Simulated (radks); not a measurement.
All-electron atom: Be+ in 2s1 3d2 (not the ground configuration).

Calculated with a radial shooting solver on a logarithmic mesh with Libxc functionals: Dirac Kohn-Sham, PBE, spin-unpolarised, spherical densities, point nucleus; open shells fill j = l - 1/2 first.

Energy parts (eV):
| part | energy |
|---|---|
| total | -77.182 |
| kinetic | 76.121 |
| electron-nucleus | -175.299 |
| Hartree | 38.383 |
| exchange-correlation | -16.387 |

Orbitals (lengths in bohr, moments of r in powers of bohr):
orbital  occ.  eigenvalue (eV)    <r>  <r^4>   <1/r>  small-component weight
2s1/2       1         -31.9011  1.554  13.60  0.9554                4.85e-05
2p1/2       0         -29.9426  1.337  9.068  0.9428                4.73e-05
2p3/2       0         -29.9326  1.337  9.077  0.9424                4.73e-05
3d3/2       2          -5.8065  3.696  462.6  0.3276                1.30e-05
3d5/2       0          -5.8061  3.697  462.7  0.3275                1.30e-05

The highest occupied level is 3d3/2 at -5.807 eV. The configuration is held as typed, so some empty levels lie below it. The density falls to 0.001 e/bohr^3 at r = 4.88 bohr.
